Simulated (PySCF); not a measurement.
# A ladder of Hamiltonians for Bi(81+) (bismuth, charge +81)

Occupied: 1s1/2. Hartree-Fock calculated with PySCF 2.14 in an even-tempered Gaussian basis (18 s from 25 bohr⁻², ratio 2.3; 15 p from 30 bohr⁻², ratio 2.3), Gaussian nucleus throughout. NR is non-relativistic, sf-X2C the spin-free one-electron X2C Hamiltonian, X2C adds the bare one-electron spin-orbit term, X2C-SNSO screens it by Boettger's factors, DC is four-component Dirac-Coulomb, and the Gaunt and Breit terms are added at first order (total energies over the DC spinors, levels after relaxing the spinors in that mean field). QED terms are absent. Levels marked empty are virtual spinors of this ion.

```tsv
Hamiltonian	E (hartree)	E − E(DC) (hartree)	CPU seconds
NR	-6836.5585	769.8027	0.36
sf-X2C	-7601.8768	4.4844	0.2
X2C	-7601.8768	4.4844	0.2
X2C-SNSO	-7601.8768	4.4844	0.2
DC	-7606.3612	0.0000	5.3
DC+Gaunt	-7597.8025	8.5587	9.3
DC+Breit	-7597.8025	8.5587	55
```

**Question.** Give the 2p spin-orbit interval with each Hamiltonian that has one.

**Answer.** X2C 2634; X2C-SNSO 2597; DC 2583; DC+Gaunt 2553; DC+Breit 2553 (eV).

```
   level (eV)        NR     sf-X2C        X2C   X2C-SNSO         DC   DC+Gaunt   DC+Breit
        1s1/2  -92313.4  -102542.1  -102542.1  -102542.1  -102663.3  -102432.0  -102432.0
2s1/2 (empty)  -22539.3   -25696.7   -25696.7   -25696.7   -25711.5   -25684.5   -25687.9
2p1/2 (empty)  -22383.9   -23584.9   -25504.5   -25475.6   -25471.0   -25414.8   -25422.3
2p3/2 (empty)  -22383.9   -23584.9   -22871.0   -22878.9   -22887.6   -22861.9   -22869.4
3s1/2 (empty)   -9978.7   -11070.6   -11070.6   -11070.6   -11074.8   -11067.3   -11068.3
```

Weight of the small component: 1s1/2 0.101, 2s1/2 0.0252, 2p1/2 0.0251, 2p3/2 0.0225, 3s1/2 0.0109.

Koopmans' value for the highest occupied level at DC+Breit: 102432.0 eV, against an ionisation energy of 102251.8 ± 0.4 eV (theoretical estimate listed by NIST; NIST Atomic Spectra Database, ionization energies); the former lacks relaxation, correlation, QED and recoil.

The whole ladder took 73 s of wall time on 1 thread of Intel(R) Xeon(R) 6975P-C (shared host), launched as `OMP_NUM_THREADS=1 python relrun2.py TASK.json OUT` (a driver that calls PySCF for each Hamiltonian).
